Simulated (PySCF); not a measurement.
C2H7ClSn (SMILES [CH3][SnH]([CH3])[Cl]), singlet, geometry from GFN2-xTB (such geometries of metal compounds can be far from the true shape) (all electrons, no relativity); CASSCF(4,5)/STO-3G (PySCF).

Input for PySCF:
```python
from pyscf import gto, scf, mcscf
import numpy

mol = gto.Mole()
mol.atom = '''
    Sn   -0.08558302   -0.13301146    0.34518223
    C     1.72413835   -1.35735070    0.28630588
    C    -1.87499057   -1.06856799   -0.49230701
    Cl    0.35248767    1.70933556   -0.98980790
    H    -0.37507304    0.49995332    1.91877512
    H     1.60046315   -2.24597458    0.89314288
    H     2.57030099   -0.78864373    0.65374048
    H     1.91264953   -1.64744074   -0.74180528
    H    -2.67828126   -0.34357668   -0.55052826
    H    -2.19122673   -1.90293093    0.12175080
    H    -1.64685857   -1.42400571   -1.49144591
'''
mol.basis = 'sto-3g'
mol.verbose = 4
mol.build()

mf = scf.RHF(mol)
mf.kernel()
mc = mcscf.CASSCF(mf, 5, 4)
mc.fix_spin_(ss=0.0)
mc.kernel()
occ = numpy.linalg.eigvalsh(mc.fcisolver.make_rdm1(mc.ci, mc.ncas, mc.nelecas))[::-1]
ss = mc.fcisolver.spin_square(mc.ci, mc.ncas, mc.nelecas)[0]
print('natural occupations', occ.round(4), ' <S^2>', round(ss, 4))
```

Problem. Write the output that PySCF gives for this input, abridged.

Solution. 
```
PySCF version 2.14.0

[INPUT] verbose = 4
[INPUT] num. atoms = 11
[INPUT] num. electrons = 86
[INPUT] charge = 0
[INPUT] spin (= nelec alpha-beta = 2S) = 0
[INPUT] symmetry False subgroup None
[INPUT] Mole.unit = angstrom
[INPUT] Symbol           X                Y                Z      unit          X                Y                Z       unit  Magmom
[...]
nuclear repulsion = 492.051053970025
number of shells = 29
number of NR pGTOs = 159
number of NR cGTOs = 53
basis = sto-3g
ecp = {}

******** <class 'pyscf.scf.hf.RHF'> ********
method = RHF
initial guess = minao
damping factor = 0
level_shift factor = 0
DIIS = <class 'pyscf.scf.diis.CDIIS'>
diis_start_cycle = 1
diis_space = 8
diis_damp = 0
SCF conv_tol = 1e-09
SCF conv_tol_grad = None
SCF max_cycles = 50
direct_scf = True
direct_scf_tol = 1e-13
Set gradient conv threshold to 3.16228e-05
Initial guess from minao.
init E= -6479.53852748848
[...]
cycle= 1 E= -6496.80577204924  delta_E= -17.3  |g|= 0.387  |ddm|= 3.69
[...]
cycle= 2 E= -6496.87671506006  delta_E= -0.0709  |g|= 0.0688  |ddm|= 0.78
[...]
cycle= 3 E= -6496.87955112898  delta_E= -0.00284  |g|= 0.0135  |ddm|= 0.163
[...]
cycle= 4 E= -6496.87969494672  delta_E= -0.000144  |g|= 0.00375  |ddm|= 0.042
[...]
cycle= 5 E= -6496.87970175644  delta_E= -6.81e-06  |g|= 0.000509  |ddm|= 0.00799
[...]
cycle= 6 E= -6496.87970195865  delta_E= -2.02e-07  |g|= 4.62e-05  |ddm|= 0.0016
[...]
cycle= 7 E= -6496.87970196017  delta_E= -1.52e-09  |g|= 6.15e-06  |ddm|= 0.000141
[...]
cycle= 8 E= -6496.87970196025  delta_E= -7.46e-11  |g|= 1.37e-06  |ddm|= 2.29e-05
[...]
Extra cycle  E= -6496.87970196023  delta_E= 2.09e-11  |g|= 5.84e-07  |ddm|= 4.56e-06
converged SCF energy = -6496.87970196023

******** <class 'pyscf.mcscf.mc1step.CASSCF'> ********
CAS (2e+2e, 5o), ncore = 41, nvir = 7
max_cycle_macro = 50
max_cycle_micro = 4
conv_tol = 1e-07
conv_tol_grad = None
orbital rotation max_stepsize = 0.02
orbital rotation threshold for CI restart = 0.01
augmented hessian ah_max_cycle = 30
augmented hessian ah_conv_tol = 1e-12
augmented hessian ah_linear dependence = 1e-14
augmented hessian ah_level shift = 1e-08
augmented hessian ah_start_tol = 2.5
augmented hessian ah_start_cycle = 3
augmented hessian ah_grad_trust_region = 3
kf_trust_region = 3
kf_interval = 4
ci_response_space = 4
ci_grad_trust_region = 3
with_dep4 0
natorb = False
canonicalization = True
sorting_mo_energy = False
ao2mo_level = 2
internal_rotation = False
******** <class 'pyscf.fci.addons.SpinPenaltyFCISolver'> ********
max. cycles = 50
conv_tol = 1e-08
davidson only = True
linear dependence = 1e-12
level shift = 0.001
max iter space = 12
nroots = 1
pspace_size = 400
spin = None
CASCI E = -6496.88361326828  S^2 = 0.0000000
Set conv_tol_grad to 0.000316228
macro iter   1 ( 21 JK    4 micro), CASSCF E = -6496.89238488200  dE = -8.77161372e-03  S^2 = 0.0000000
               |grad[o]|=0.0096  |grad[c]|=0.0143  |ddm|=0.0386  |maxRot[o]|=0.207
macro iter   2 ( 21 JK    4 micro), CASSCF E = -6496.89410511831  dE = -1.72023631e-03  S^2 = 0.0000000
               |grad[o]|=0.0154  |grad[c]|=0.0216  |ddm|=0.0182  |maxRot[o]|=0.0784
macro iter   3 ( 21 JK    4 micro), CASSCF E = -6496.89526945626  dE = -1.16433795e-03  S^2 = 0.0000000
               |grad[o]|=0.0141  |grad[c]|=0.0256  |ddm|=0.0162  |maxRot[o]|=0.0516
macro iter   4 ( 21 JK    4 micro), CASSCF E = -6496.89552998480  dE = -2.60528539e-04  S^2 = 0.0000000
               |grad[o]|=0.0136  |grad[c]|=0.0203  |ddm|=0.0111  |maxRot[o]|=0.0188
macro iter   5 ( 21 JK    4 micro), CASSCF E = -6496.89554768578  dE = -1.77009761e-05  S^2 = 0.0000000
               |grad[o]|=0.0134  |grad[c]|=0.0199  |ddm|=0.0101  |maxRot[o]|=0.0156
macro iter   6 ( 21 JK    4 micro), CASSCF E = -6496.89557226674  dE = -2.45809597e-05  S^2 = 0.0000000
               |grad[o]|=0.0134  |grad[c]|=0.0208  |ddm|=0.0103  |maxRot[o]|=0.0142
macro iter   7 ( 21 JK    4 micro), CASSCF E = -6496.89565719221  dE = -8.49254748e-05  S^2 = 0.0000000
               |grad[o]|=0.0133  |grad[c]|=0.0216  |ddm|=0.0107  |maxRot[o]|=0.0135
macro iter   8 ( 21 JK    4 micro), CASSCF E = -6496.89576851425  dE = -1.11322039e-04  S^2 = 0.0000000
               |grad[o]|=0.0133  |grad[c]|=0.0217  |ddm|=0.0107  |maxRot[o]|=0.0134
macro iter   9 ( 21 JK    4 micro), CASSCF E = -6496.89588732910  dE = -1.18814847e-04  S^2 = 0.0000000
               |grad[o]|=0.0133  |grad[c]|=0.0214  |ddm|=0.0106  |maxRot[o]|=0.0132
macro iter  10 ( 21 JK    4 micro), CASSCF E = -6496.89599298767  dE = -1.05658576e-04  S^2 = 0.0000000
               |grad[o]|=0.0132  |grad[c]|=0.0209  |ddm|=0.0103  |maxRot[o]|=0.0129
macro iter  11 ( 21 JK    4 micro), CASSCF E = -6496.89608919366  dE = -9.62059894e-05  S^2 = 0.0000000
               |grad[o]|=0.0132  |grad[c]|=0.0205  |ddm|=0.0101  |maxRot[o]|=0.0126
macro iter  12 ( 21 JK    4 micro), CASSCF E = -6496.89617814768  dE = -8.89540215e-05  S^2 = 0.0000000
               |grad[o]|=0.0132  |grad[c]|=0.0202  |ddm|=0.00988  |maxRot[o]|=0.0122
macro iter  13 ( 21 JK    4 micro), CASSCF E = -6496.89626067992  dE = -8.25322377e-05  S^2 = 0.0000000
               |grad[o]|=0.0131  |grad[c]|=0.0198  |ddm|=0.00968  |maxRot[o]|=0.0118
macro iter  14 ( 21 JK    4 micro), CASSCF E = -6496.89633762020  dE = -7.69402814e-05  S^2 = 0.0000000
               |grad[o]|=0.0131  |grad[c]|=0.0195  |ddm|=0.00951  |maxRot[o]|=0.0113
macro iter  15 ( 21 JK    4 micro), CASSCF E = -6496.89640981843  dE = -7.21982251e-05  S^2 = 0.0000000
               |grad[o]|=0.0131  |grad[c]|=0.0193  |ddm|=0.00937  |maxRot[o]|=0.0109
macro iter  16 ( 21 JK    4 micro), CASSCF E = -6496.89647816595  dE = -6.83475191e-05  S^2 = 0.0000000
               |grad[o]|=0.0131  |grad[c]|=0.0191  |ddm|=0.00922  |maxRot[o]|=0.0105
macro iter  17 ( 21 JK    4 micro), CASSCF E = -6496.89654296957  dE = -6.48036212e-05  S^2 = 0.0000000
               |grad[o]|=0.0131  |grad[c]|=0.0188  |ddm|=0.00908  |maxRot[o]|=0.0101
[...]
               |grad[o]|=0.013  |grad[c]|=0.0181  |ddm|=0.00863  |maxRot[o]|=0.00837
macro iter  22 ( 21 JK    4 micro), CASSCF E = -6496.89682509975  dE = -5.17260132e-05  S^2 = 0.0000000
               |grad[o]|=0.013  |grad[c]|=0.018  |ddm|=0.00854  |maxRot[o]|=0.00794
macro iter  23 ( 21 JK    4 micro), CASSCF E = -6496.89687487440  dE = -4.97746505e-05  S^2 = 0.0000000
               |grad[o]|=0.013  |grad[c]|=0.0178  |ddm|=0.00845  |maxRot[o]|=0.00752
macro iter  24 ( 21 JK    4 micro), CASSCF E = -6496.89692286252  dE = -4.79881210e-05  S^2 = 0.0000000
               |grad[o]|=0.013  |grad[c]|=0.0177  |ddm|=0.00837  |maxRot[o]|=0.00708
macro iter  25 ( 21 JK    4 micro), CASSCF E = -6496.89696921772  dE = -4.63552005e-05  S^2 = 0.0000000
               |grad[o]|=0.013  |grad[c]|=0.0175  |ddm|=0.00829  |maxRot[o]|=0.00665
macro iter  26 ( 21 JK    4 micro), CASSCF E = -6496.89701409468  dE = -4.48769561e-05  S^2 = 0.0000000
               |grad[o]|=0.0129  |grad[c]|=0.0174  |ddm|=0.00822  |maxRot[o]|=0.00621
macro iter  27 ( 21 JK    4 micro), CASSCF E = -6496.89705764225  dE = -4.35475713e-05  S^2 = 0.0000000
               |grad[o]|=0.0129  |grad[c]|=0.0173  |ddm|=0.00816  |maxRot[o]|=0.00576
macro iter  28 ( 21 JK    4 micro), CASSCF E = -6496.89710001357  dE = -4.23713191e-05  S^2 = 0.0000000
               |grad[o]|=0.0129  |grad[c]|=0.0172  |ddm|=0.0081  |maxRot[o]|=0.00532
macro iter  29 ( 21 JK    4 micro), CASSCF E = -6496.89714137438  dE = -4.13608150e-05  S^2 = 0.0000000
               |grad[o]|=0.0129  |grad[c]|=0.0171  |ddm|=0.00804  |maxRot[o]|=0.00488
macro iter  30 ( 21 JK    4 micro), CASSCF E = -6496.89718185861  dE = -4.04842258e-05  S^2 = 0.0000000
               |grad[o]|=0.0129  |grad[c]|=0.017  |ddm|=0.00798  |maxRot[o]|=0.00445
macro iter  31 ( 21 JK    4 micro), CASSCF E = -6496.89722160915  dE = -3.97505410e-05  S^2 = 0.0000000
               |grad[o]|=0.0129  |grad[c]|=0.0169  |ddm|=0.00793  |maxRot[o]|=0.00403
macro iter  32 ( 21 JK    4 micro), CASSCF E = -6496.89726076562  dE = -3.91564681e-05  S^2 = 0.0000000
               |grad[o]|=0.0129  |grad[c]|=0.0168  |ddm|=0.00788  |maxRot[o]|=0.00362
macro iter  33 ( 21 JK    4 micro), CASSCF E = -6496.89729946447  dE = -3.86988550e-05  S^2 = 0.0000000
               |grad[o]|=0.0129  |grad[c]|=0.0167  |ddm|=0.00784  |maxRot[o]|=0.00323
macro iter  34 ( 21 JK    4 micro), CASSCF E = -6496.89733780137  dE = -3.83368979e-05  S^2 = 0.0000000
               |grad[o]|=0.0129  |grad[c]|=0.0166  |ddm|=0.00779  |maxRot[o]|=0.00302
macro iter  35 ( 21 JK    4 micro), CASSCF E = -6496.89737588041  dE = -3.80790434e-05  S^2 = 0.0000000
               |grad[o]|=0.0129  |grad[c]|=0.0165  |ddm|=0.00775  |maxRot[o]|=0.00305
macro iter  36 ( 21 JK    4 micro), CASSCF E = -6496.89741377327  dE = -3.78928544e-05  S^2 = 0.0000000
               |grad[o]|=0.0129  |grad[c]|=0.0164  |ddm|=0.00771  |maxRot[o]|=0.00309
macro iter  37 ( 21 JK    4 micro), CASSCF E = -6496.89745155591  dE = -3.77826391e-05  S^2 = 0.0000000
               |grad[o]|=0.0129  |grad[c]|=0.0163  |ddm|=0.00767  |maxRot[o]|=0.00313
macro iter  38 ( 21 JK    4 micro), CASSCF E = -6496.89748927586  dE = -3.77199503e-05  S^2 = 0.0000000
               |grad[o]|=0.0129  |grad[c]|=0.0163  |ddm|=0.00763  |maxRot[o]|=0.00317
macro iter  39 ( 21 JK    4 micro), CASSCF E = -6496.89752698818  dE = -3.77123215e-05  S^2 = 0.0000000
               |grad[o]|=0.0128  |grad[c]|=0.0162  |ddm|=0.00759  |maxRot[o]|=0.00321
macro iter  40 ( 21 JK    4 micro), CASSCF E = -6496.89756472440  dE = -3.77362185e-05  S^2 = 0.0000000
               |grad[o]|=0.0128  |grad[c]|=0.0161  |ddm|=0.00755  |maxRot[o]|=0.00326
macro iter  41 ( 21 JK    4 micro), CASSCF E = -6496.89760252457  dE = -3.78001778e-05  S^2 = 0.0000000
               |grad[o]|=0.0128  |grad[c]|=0.016  |ddm|=0.00752  |maxRot[o]|=0.00331
macro iter  42 ( 21 JK    4 micro), CASSCF E = -6496.89764041115  dE = -3.78865770e-05  S^2 = 0.0000000
               |grad[o]|=0.0128  |grad[c]|=0.0159  |ddm|=0.00748  |maxRot[o]|=0.00336
macro iter  43 ( 21 JK    4 micro), CASSCF E = -6496.89767842406  dE = -3.80129068e-05  S^2 = 0.0000000
               |grad[o]|=0.0128  |grad[c]|=0.0159  |ddm|=0.00745  |maxRot[o]|=0.00342
macro iter  44 ( 21 JK    4 micro), CASSCF E = -6496.89771660244  dE = -3.81783802e-05  S^2 = 0.0000000
               |grad[o]|=0.0128  |grad[c]|=0.0158  |ddm|=0.00741  |maxRot[o]|=0.00348
macro iter  45 ( 21 JK    4 micro), CASSCF E = -6496.89775499358  dE = -3.83911392e-05  S^2 = 0.0000000
               |grad[o]|=0.0128  |grad[c]|=0.0157  |ddm|=0.00738  |maxRot[o]|=0.00354
macro iter  46 ( 21 JK    4 micro), CASSCF E = -6496.89779364214  dE = -3.86485644e-05  S^2 = 0.0000000
               |grad[o]|=0.0128  |grad[c]|=0.0156  |ddm|=0.00735  |maxRot[o]|=0.00361
macro iter  47 ( 21 JK    4 micro), CASSCF E = -6496.89783258757  dE = -3.89454235e-05  S^2 = 0.0000000
               |grad[o]|=0.0128  |grad[c]|=0.0156  |ddm|=0.00731  |maxRot[o]|=0.00369
macro iter  48 ( 21 JK    4 micro), CASSCF E = -6496.89787188148  dE = -3.92939137e-05  S^2 = 0.0000000
               |grad[o]|=0.0128  |grad[c]|=0.0155  |ddm|=0.00728  |maxRot[o]|=0.00378
macro iter  49 ( 21 JK    4 micro), CASSCF E = -6496.89791155055  dE = -3.96690748e-05  S^2 = 0.0000000
               |grad[o]|=0.0128  |grad[c]|=0.0154  |ddm|=0.00725  |maxRot[o]|=0.00387
macro iter  50 ( 21 JK    4 micro), CASSCF E = -6496.89795163654  dE = -4.00859863e-05  S^2 = 0.0000000
               |grad[o]|=0.0127  |grad[c]|=0.0153  |ddm|=0.00722  |maxRot[o]|=0.00396
1-step CASSCF not converged,  50 macro (1050 JK 200 micro) steps
CASSCF canonicalization
Density matrix diagonal elements [1.98650954e+00 1.97820985e+00 1.37195086e-03 1.99690588e-02
 1.39396046e-02]
CASSCF energy = -6496.89795163654
CASCI E = -6496.89795163654  E(CI) = -3.29270374290900  S^2 = 0.0000000
natural occupations [1.9865e+00 1.9782e+00 2.0600e-02 1.3900e-02 8.0000e-04]  <S^2> 0.0
```

Convergence was not reached.
